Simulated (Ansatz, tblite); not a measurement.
Removing and adding an electron: Sn22H28, a nanocrystal cut from cubic tin. Charge 0, multiplicity 1. Geometry: PBE-D4/def2-SVP. Ansatz, gas phase; energy differences of separate SCF runs; the oxidised species was run as a doublet alone; the reduced species was run as a doublet alone.

Cartesian coordinates in Å:
```
Sn 4.0809 2.5664 1.2485
Sn 4.6274 -1.2721 -1.3307
Sn 0.8149 5.6168 0.1742
Sn 0.3919 3.0144 3.9429
Sn 0.9072 -0.7882 1.3704
Sn -2.7978 -0.3647 4.1024
Sn -2.3459 2.2297 0.3119
Sn -2.2593 -4.1498 1.5646
Sn 1.3292 1.7783 -2.3724
Sn 1.9005 -2.0333 -4.9513
Sn -1.8099 -1.5451 -2.2169
Sn 1.4804 -4.6070 -1.1607
Sn -5.5450 -1.1201 0.4923
Sn 2.2128 4.4001 2.2957
Sn 2.7693 0.5714 -0.2643
Sn 3.3023 -3.2547 -2.8350
Sn -0.5237 3.6352 -1.3255
Sn -0.9650 1.0266 2.4617
Sn -0.4197 -2.8016 -0.1041
Sn -4.1504 -2.3408 2.6139
Sn -3.7175 0.2514 -1.1648
Sn 0.0233 -0.2080 -3.8977
H 5.2314 3.3931 0.2398
H 4.9801 1.8226 2.5377
H 5.5274 -2.0056 -0.0364
H 5.7726 -0.4244 -2.3279
H 1.9190 6.4910 -0.8450
H -0.3299 6.7677 0.7963
H 1.2300 2.2756 5.2753
H -0.7648 4.1211 4.6225
H 1.7761 -1.5433 2.6834
H -1.9483 -1.0935 5.4330
H -3.9340 0.7623 4.7832
H -3.5101 3.3521 0.9698
H -1.4043 -4.9414 2.8553
H -3.0631 -5.3927 0.6519
H 2.4643 2.6241 -3.3940
H 3.0111 -1.2082 -6.0036
H 1.0896 -3.2395 -5.9050
H -2.6359 -2.7780 -3.1363
H 2.3290 -5.3854 0.1422
H 0.6626 -5.8571 -2.0510
H -6.7305 -0.0123 1.1160
H -6.3993 -2.3228 -0.4272
H 3.0434 5.6199 3.2269
H 4.4667 -4.3853 -3.4764
H -1.3957 4.3747 -2.6444
H -5.2741 -3.1923 3.6423
H -4.5682 1.0134 -2.4849
H -0.8512 0.5594 -5.1986
```

In the def2 sets Sn takes a core potential; there is no spin–orbit coupling. The xTB rows come from tblite. Single mean-field runs in def2-TZVP are fitted with def2-universal-jkfit.

**Question.** Estimate orbital energies and vertical ionisation energies and electron affinities at: GFN1-xTB; GFN2-xTB; PBE-D4/def2-TZVP; PBE0-D4/def2-TZVP; BHLYP-D4/def2-TZVP.

**Answer.** 
| level | −HOMO (eV) | vertical IE (eV) | −LUMO (eV) | vertical EA (eV) | HOMO–LUMO gap (eV) | IE − EA (eV) |
| --- | --- | --- | --- | --- | --- | --- |
| GFN1-xTB | 10.34 | 11.57 | 9.10 | 7.93 | 1.24 | 3.64 |
| GFN2-xTB | 10.75 | 11.92 | 9.95 | 8.85 | 0.80 | 3.07 |
| PBE-D4/def2-TZVP | 5.80 | – | 3.06 | 1.98 | 2.74 | – |
| PBE0-D4/def2-TZVP | 6.58 | 7.45 | 2.35 | 1.62 | 4.22 | 5.83 |
| BHLYP-D4/def2-TZVP | 7.21 | 7.68 | 1.59 | 1.30 | 5.61 | 6.38 |

Run but left out: PBE-D4/def2-TZVP (charge +1 doublet: an occupied level 0.03 eV above an empty one).   Raw xTB energy differences between charge states are shifted by several eV; the methods need an empirical correction for them. Sets without diffuse functions give affinities that are too small.
